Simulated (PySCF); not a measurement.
```xyz
22

C     -0.8029     2.8117    -0.8023
C      0.4026     1.9213    -0.4806
Ga     0.0030    -0.0043    -0.1231
C      1.4852    -1.2642     0.3375
C      2.8849    -0.6494     0.4484
C     -1.8780    -0.6719    -0.2381
C     -2.0910    -2.1479     0.1161
H     -1.5400     2.8241     0.0279
H     -0.5161     3.8686    -0.9943
H     -1.3498     2.4578    -1.7015
H      0.9604     2.3069     0.4031
H      1.1489     1.9471    -1.3073
H      1.4660    -2.0736    -0.4280
H      1.1965    -1.7763     1.2834
H      2.9301     0.1342     1.2336
H      3.6648    -1.4013     0.6985
H      3.1987    -0.1624    -0.4988
H     -2.2315    -0.4560    -1.2725
H     -2.5009    -0.0110     0.4067
H     -1.4995    -2.8202    -0.5404
H     -3.1538    -2.4614     0.0253
H     -1.7776    -2.3718     1.1575
```

Charge 0, multiplicity 1.

### Question
Give the Mulliken and meta-Löwdin atomic charges from PBE-D3(BJ)/def2-TZVP // PBE-D3(BJ)/def2-SVP run with PySCF.

### Answer

```tsv
atom	Mulliken (e)	meta-Löwdin (e)
C1	-0.34	-0.33
C2	-0.33	-0.41
Ga3	0.28	0.57
C4	-0.33	-0.41
C5	-0.34	-0.33
C6	-0.33	-0.41
C7	-0.34	-0.33
H8	0.11	0.10
H9	0.12	0.11
H10	0.11	0.11
H11	0.12	0.11
H12	0.12	0.11
H13	0.12	0.11
H14	0.12	0.11
H15	0.11	0.10
H16	0.12	0.11
H17	0.11	0.11
H18	0.12	0.11
H19	0.12	0.11
H20	0.11	0.11
H21	0.12	0.11
H22	0.11	0.10
```
